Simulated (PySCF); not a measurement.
**Orbital energies, ionisation energy and electron affinity**

C4H8OSi2.
Geometry (PBE0-D3(BJ)/def2-SVP, Å), atoms numbered from 1 in this order:
```
atom  x, y, z in Å
Si1    2.6625   -0.5714    0.1660
O2     1.6086    0.3347   -0.7423
Si3    0.0028    0.7423   -0.8520
C4    -1.1796   -0.6966   -1.0709
C5    -2.0542   -0.6352   -0.0471
C6    -1.8491    0.4463    0.9530
C7    -0.8048    1.2753    0.7546
H8     1.9362   -1.2825    1.2620
H9     3.6944    0.3266    0.7612
H10    3.3320   -1.5731   -0.7134
H11   -0.1020    1.7620   -1.9336
H12   -1.2524   -1.4501   -1.8578
H13   -2.8929   -1.3296    0.0785
H14   -2.5408    0.5324    1.7988
H15   -0.5796    2.1034    1.4297
```

Level: wB97X-D/def2-SVPD (PySCF). Frontier orbitals with their largest atomic shares (Löwdin; up to four atoms above 4 %):

| orbital | ε (eV) | main atoms |
| --- | --- | --- |
| HOMO−3 | -11.23 | Si1 16 %, H8 13 %, O2 10 %, Si3 10 % |
| HOMO−2 | -10.40 | O2 25 %, Si3 16 %, H11 14 %, C7 9 % |
| HOMO−1 | -10.24 | O2 25 %, C4 16 %, C7 13 %, Si3 12 % |
| HOMO | -8.72 | ? |
| LUMO | -0.08 | C6 18 %, C5 18 %, C7 18 %, C4 18 % |
| LUMO+1 | 2.12 | Si1 32 %, Si3 12 %, O2 11 %, H8 10 % |
| LUMO+2 | 2.23 | Si1 36 %, H8 8 %, Si3 7 %, H9 7 % |

Q: What vertical ionisation energy does ΔSCF give, and how far is −ε(HOMO) from it?

A: ΔSCF: 8.84 eV (853 kJ/mol; threshold wavelength 140 nm); ⟨S²⟩ of the doublet left behind is 0.769, against 0.75 for a pure doublet. −ε(HOMO) is 8.72 eV, 0.12 eV below it. For the exact functional −ε(HOMO) would equal the first vertical ionisation energy; wB97X-D (range-separated hybrid) comes within 0.12 eV of that here.

Q: On which atoms does the HOMO lie?

A: C7 (alkene CH carbon) 26 %, C4 (alkene CH carbon) 26 %, C5 (alkene CH carbon) 18 %, C6 (alkene CH carbon) 18 %, so no atom holds as much as 40 %. The HOMO−1 lies 1.52 eV lower.

Q: And the vertical electron affinity, the fundamental gap, Mulliken's electronegativity and the hardness (with the factor ½)?

A: EA = 0.04 eV by ΔSCF (−ε(LUMO) = 0.08 eV). IE − EA = 8.80 eV against an orbital gap of 8.64 eV; (IE + EA)/2 = 4.44 eV; (IE − EA)/2 = 4.40 eV. Parr's electrophilicity index (IE + EA)²/[8(IE − EA)] is 1.12 eV.

Q: The lowest singlet excitation (vertical TDDFT, same level) lies at 4.23 eV. How far is it below IE − EA?

A: IE − EA = 8.80 eV, so by 4.57 eV.

Q: With α = 95.7 au, estimate the like-pair dispersion coefficient by London's formula C6 = (3/4)α²I.

A: I = 0.3249 Eh, so C6 ≈ 2230 au, a rough estimate.

The structure is a single PBE0-D3(BJ)/def2-SVP conformer in the gas phase; no vibrational or solvent corrections.

wB97X-D is run here without its empirical dispersion term; that term would change no orbital, density or response property at a fixed geometry.
